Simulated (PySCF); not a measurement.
Radial density of Cs²⁹⁺ (caesium, charge +29)

r2SCANh, [Ar] 3d8, high-spin 3F determinant. Calculation: PySCF 2.14, in an even-tempered Gaussian basis (19 s from 4.1 bohr⁻², ratio 2.5; 13 p from 5.4 bohr⁻², ratio 2.5; 8 d from 5.4 bohr⁻², ratio 2.5; 4 f from 24 bohr⁻², ratio 2.7; 3 g from 36 bohr⁻², ratio 2.7); the spin-free X2C one-electron Hamiltonian (Gaussian nucleus).

```json
{"r (bohr)": "0.0301", "4πr²ρ (e/bohr)": "63.24", "4πr²(ρα − ρβ)": "0.0181"}
{"r (bohr)": "0.0506", "4πr²ρ (e/bohr)": "71.70", "4πr²(ρα − ρβ)": "0.2152"}
{"r (bohr)": "0.0851", "4πr²ρ (e/bohr)": "90.63", "4πr²(ρα − ρβ)": "1.5641"}
{"r (bohr)": "0.143", "4πr²ρ (e/bohr)": "60.31", "4πr²(ρα − ρβ)": "5.8077"}
{"r (bohr)": "0.241", "4πr²ρ (e/bohr)": "67.37", "4πr²(ρα − ρβ)": "7.9999"}
{"r (bohr)": "0.405", "4πr²ρ (e/bohr)": "23.08", "4πr²(ρα − ρβ)": "2.2555"}
{"r (bohr)": "0.681", "4πr²ρ (e/bohr)": "0.4336", "4πr²(ρα − ρβ)": "0.0448"}
{"r (bohr)": "1.15", "4πr²ρ (e/bohr)": "0.0002491", "4πr²(ρα − ρβ)": "0.0000"}
```

Densities and radii are taken from the X2C orbitals without a picture-change correction, which distorts them close to the nucleus.

Spin-orbit coupling, absent here, splits the open shell strongly.
